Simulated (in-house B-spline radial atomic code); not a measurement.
Orbital energies and mean radii along the 5-electron series, configuration [He] 2s2 2p1. The effective charge is n√(-2ε), a non-relativistic measure. Computed with a radial B-spline atomic code at the basis-set limit: Dirac-Hartree-Fock, average of the configuration, finite nuclei.

| ion | Z | energy of 2s1/2 (Eh) | mean radius of 2s1/2 (bohr) | energy of 2p1/2 (Eh) | mean radius of 2p1/2 (bohr) | energy of 2p3/2 (Eh) | mean radius of 2p3/2 (bohr) | effective charge of 2s1/2 |
| --- | --- | --- | --- | --- | --- | --- | --- | --- |
| B | 5 | -0.49492 | 1.9764 | -0.30981 | 2.2046 | -0.30972 | 2.2052 | 1.9898 |
| C+ | 6 | -1.1544 | 1.4748 | -0.90484 | 1.4715 | -0.90448 | 1.4721 | 3.0389 |
| N2+ | 7 | -2.0735 | 1.178 | -1.7561 | 1.12 | -1.7552 | 1.1207 | 4.0728 |
| O3+ | 8 | -3.2472 | 0.98165 | -2.8612 | 0.90788 | -2.8591 | 0.90863 | 5.0968 |
| F4+ | 9 | -4.674 | 0.84184 | -4.219 | 0.76465 | -4.2151 | 0.76549 | 6.1149 |
| Ne5+ | 10 | -6.3534 | 0.73706 | -5.8291 | 0.66102 | -5.8223 | 0.66194 | 7.1293 |
| Mg7+ | 12 | -10.47 | 0.59029 | -9.8063 | 0.52056 | -9.7896 | 0.52166 | 9.152 |
| Al8+ | 13 | -12.908 | 0.53684 | -12.174 | 0.47065 | -12.149 | 0.47184 | 10.162 |
| Si9+ | 14 | -15.599 | 0.49224 | -14.795 | 0.42949 | -14.76 | 0.43077 | 11.171 |
| P10+ | 15 | -18.544 | 0.45444 | -17.669 | 0.39493 | -17.621 | 0.3963 | 12.18 |
| S11+ | 16 | -21.744 | 0.42201 | -20.797 | 0.3655 | -20.732 | 0.36696 | 13.189 |
| Cl12+ | 17 | -25.199 | 0.39386 | -24.181 | 0.34013 | -24.095 | 0.34168 | 14.198 |
| Ar13+ | 18 | -28.91 | 0.36919 | -27.819 | 0.31802 | -27.708 | 0.31966 | 15.208 |
| K14+ | 19 | -32.878 | 0.3474 | -31.714 | 0.29858 | -31.572 | 0.30031 | 16.218 |
| Ca15+ | 20 | -37.104 | 0.328 | -35.866 | 0.28134 | -35.688 | 0.28316 | 17.229 |
| Sc16+ | 21 | -41.588 | 0.31062 | -40.276 | 0.26596 | -40.054 | 0.26787 | 18.24 |
| Ti17+ | 22 | -46.331 | 0.29496 | -44.945 | 0.25214 | -44.672 | 0.25414 | 19.252 |
| V18+ | 23 | -51.336 | 0.28077 | -49.874 | 0.23965 | -49.542 | 0.24175 | 20.265 |
| Cr19+ | 24 | -56.602 | 0.26785 | -55.063 | 0.22832 | -54.663 | 0.2305 | 21.279 |
| Mn20+ | 25 | -62.13 | 0.25604 | -60.515 | 0.21798 | -60.036 | 0.22025 | 22.294 |
| Fe21+ | 26 | -67.923 | 0.2452 | -66.23 | 0.2085 | -65.661 | 0.21087 | 23.311 |

(1) How does the screening of 2s1/2 change?

## Answers

(1) Z less the effective charge goes from 3.01 at Z = 5 to 2.69 at Z = 26.
